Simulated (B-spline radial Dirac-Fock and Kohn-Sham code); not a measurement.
**Isotope-shift constants of the inner levels of Pt**

System: atomic platinum in the configuration [Xe] 4f14 5d9 6s1.

Method: first-order field-shift and mass-shift constants from Dirac-Fock ground and hole states with a Fermi nucleus; the mass shift has no relativistic recoil terms. Computed with a radial finite-basis atomic code. A binding energy shifts by δE = F·δ⟨r²⟩ + (K_N + K_S)·δ(1/M); F is taken for a change of radius at fixed skin thickness and so holds the higher radial moments.

```
     level  F (meV/fm²)
    K (1s)        -1179
   L1 (2s)       -173.6
L2 (2p1/2)       -3.835
L3 (2p3/2)        6.864
   M1 (3s)       -39.53
M2 (3p1/2)      -0.9154
M3 (3p3/2)        1.905
M4 (3d3/2)        1.773
M5 (3d5/2)        1.676
```

The mass shift is not given and not included below: at this Z its relativistic corrections are large. It matters little for K lines but can be comparable with the field shift of L lines.

Field shifts alone in meV from A = 195 (mass 194.9648 u, rms radius 5.427 fm); radii from Angeli and Marinova (2013).

| A | mass (u) | radius (fm) | Kα1 | Kα2 | Kβ1 | Lα1 |
| --- | --- | --- | --- | --- | --- | --- |
| 178 | 177.9656 | 5.3728 | +694.3 | +688.1 | +691.4 | -3.0 |
| 180 | 179.9630 | 5.3891 | +486.3 | +481.9 | +484.2 | -2.1 |
| 182 | 181.9612 | 5.3969 | +386.5 | +383.0 | +384.8 | -1.7 |
| 184 | 183.9599 | 5.4015 | +327.5 | +324.6 | +326.2 | -1.4 |
| 185 | 184.9606 | 5.4148 | ? | ? | ? | ? |
| 190 | 189.9599 | 5.4108 | +208.3 | +206.4 | +207.4 | -0.9 |
| 191 | 190.9617 | 5.4102 | +216.0 | +214.0 | +215.1 | -0.9 |
| 192 | 191.9610 | 5.4169 | +129.9 | +128.7 | +129.4 | -0.6 |
| 196 | 195.9650 | 5.4307 | -47.7 | -47.2 | -47.5 | +0.2 |
| 198 | 197.9679 | 5.4383 | -145.6 | -144.3 | -145.0 | +0.6 |

Q: What are the shifts for A = 185?

A: Kα1 +156.9 meV; Kα2 +155.5 meV; Kβ1 +156.2 meV; Lα1 -0.7 meV.
